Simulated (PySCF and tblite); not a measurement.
The numbers below are computed, except where a source is named.
System: C₅H₈O₃, numbered as in [CH3:1][O:2][C:3](=[O:4])/[CH:5]=[C:6](/[CH3:7])[OH:8].

The path came from a restrained scan, a climbing-image band and a saddle search at GFN2-xTB; energies are revPBE/pcSseg-1 + D3(BJ)//GFN2-xTB, thermal terms GFN2-xTB. Rates follow Eyring's equation with the number of equivalent paths and no tunnelling. (PySCF 2.14 with density fitting, tblite 0.8.)

Problem. Estimate the barrier and the room-temperature rate of the rotation about the C3–C5 bond (torsion O2–C3–C5–C6 from 180° to 360°, rising).

Solution. The electronic barrier is 19.5 kcal/mol and ΔG‡(298 K) 19.0 kcal/mol, over a C1 saddle with an imaginary mode of 98i cm⁻¹ (GFN2-xTB). With 2 equivalent paths, k is 0.14 s⁻¹, a mean lifetime of the start of 7 s against this motion. The end lies 4.4 kcal/mol above the start in free energy.
